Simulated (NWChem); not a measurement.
A series in which one site is exchanged, each optimised at PBE0/def2-SVP with NWChem, gas phase unless a solvent is named. Low-valent species are run as closed-shell singlets; no triplet was tried in these runs. Some are not confirmed as minima by frequencies. def2 effective core potentials on Pb; no spin-orbit coupling.

A: [F][Ge][F] (GeF$_{2}$; site = Ge)
B: [C](F)F (CF2; site = C)
C: [Pb]([F])[F] (PbF2; site = Pb)
D: F[Si]F (SiF2; site = Si)

Values for A:

```
Quantity                                              Value
----------------------------------------------------  -----
dipole (D), PBE0/def2-SVP                              2.34
orbital gap (eV), PBE0/def2-SVP                        6.34
vertical ionisation energy, ΔSCF, PBE0/def2-SVP (eV)  11.54
static polarisability, PBE0/def2-SVPD (bohr³)          29.6
lowest singlet excitation, PBE0/def2-SVPD, TDA (eV)    5.66
```

**Question.** How do these values change for the other members?

**Answer.** 
```tsv
change from A	B	C	D
dipole (D), PBE0/def2-SVP	-1.54	+2.40	-1.15
orbital gap (eV), PBE0/def2-SVP	+0.08	-0.32	-0.13
vertical ionisation energy, ΔSCF, PBE0/def2-SVP (eV)	+0.28	-0.40	-0.50
static polarisability, PBE0/def2-SVPD (bohr³)	-13.5	+7.3	-1.3
lowest singlet excitation, PBE0/def2-SVPD, TDA (eV)	-0.60	-0.59	+0.18
```
